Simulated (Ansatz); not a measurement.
`[F][Ga]([F])[SH]`, 5 atoms. The species carries charge 0 and has multiplicity 1. Correlated methods include outer-core shells of Ga, which these sets cover unevenly. Scalar relativity is left out up to krypton. All runs use 2 threads of a server CPU on a shared host. Correlated methods freeze the cores.

(1) Give the basis size and wall time and peak host memory of each of these runs in Ansatz. RKS PBE0-D4/def2-TZVPP energy; RKS PBE0-D4/def2-QZVPP energy; RHF-MP2/def2-QZVPP energy; RKS PBE0-D4/def2-SVP energy; RKS PBE0-D4/def2-TZVP frequencies; RKS B3LYP-D4/def2-TZVPP energy and forces; RHF-CCSD(T)/def2-TZVPP energy; RKS ωB97M-V/def2-SVP energy; RKS r2SCANh-D4/def2-TZVPP energy; RKS PBE0-D4/def2-TZVP relaxation (6 steps); RHF-CCSD(T)/def2-SVP energy; RKS ωB97M-V/def2-QZVPP energy. (An estimate is asked.)

## Answers

(1) The calculation gave: Other jobs shared the machine, so times are rough.

```tsv
level	job	functions	wall time	peak host memory (GiB)
RKS PBE0-D4/def2-SVP	energy	83	1.1 s	0.17
RKS PBE0-D4/def2-TZVPP	energy	166	2.1 s	0.41
RHF-CCSD(T)/def2-SVP	energy	83	2.8 s	0.24
RKS B3LYP-D4/def2-TZVPP	energy and forces	166	2.9 s	0.41
RKS r2SCANh-D4/def2-TZVPP	energy	166	3.7 s	0.42
RKS ωB97M-V/def2-SVP	energy	83	4 s	0.25
RKS PBE0-D4/def2-QZVPP	energy	303	5.5 s	0.88
RHF-MP2/def2-QZVPP	energy	303	11 s	1
RKS ωB97M-V/def2-QZVPP	energy	303	12 s	1
RKS PBE0-D4/def2-TZVP	relaxation (6 steps)	153	18 s	0.39
RHF-CCSD(T)/def2-TZVPP	energy	166	32 s	1.4
RKS PBE0-D4/def2-TZVP	frequencies	153	53 s	0.38
```

B3LYP here is the variant with VWN-RPA as its local correlation; programs differ in this.
